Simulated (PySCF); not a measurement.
Ge(Cl)(Br)(Et)2, SMILES [Br][Ge]([CH2]C)([CH2]C)[Cl] (C4H10BrClGe) (GFN2-xTB optimised geometry):

```
17

C     -2.918    -1.014     1.246
C     -1.410    -1.043     1.429
Ge    -0.425     0.007     0.000
Cl    -1.120     2.034     0.000
Br    -1.069    -0.919    -2.035
C      1.602     0.007     0.000
C      2.204    -1.378    -0.177
H     -3.291     0.009     1.279
H     -3.405    -1.582     2.038
H     -3.201    -1.452     0.290
H     -1.043    -2.070     1.403
H     -1.130    -0.611     2.390
H      1.925     0.669    -0.805
H      1.925     0.452     0.941
H      1.923    -2.034     0.645
H      1.869    -1.831    -1.109
H      3.291    -1.312    -0.204
```

Computed with PBE0/def2-SVP run with PySCF.

Problem. What are the frontier orbital energies and the dipole moment?

Solution. HOMO-2 -8.48 eV, HOMO-1 -8.10 eV, HOMO -7.78 eV, LUMO -0.10 eV, LUMO+1 0.85 eV; dipole moment 3.01 D.

On the same geometry PySCF with PBE/def2-SVP gives HOMO-2 -7.07 eV, HOMO-1 -6.74 eV, HOMO -6.50 eV, LUMO -1.06 eV, LUMO+1 -0.01 eV; dipole moment 2.87 D.

Meta-Löwdin charges at PBE0/def2-SVP: C1 -0.29, C2 -0.34, Ge3 0.76, Cl4 -0.28, Br5 -0.29, C6 -0.34, C7 -0.29, H8 0.10, H9 0.11, H10 0.11, H11 0.11, H12 0.11, H13 0.12, H14 0.11, H15 0.10, H16 0.11, H17 0.11.
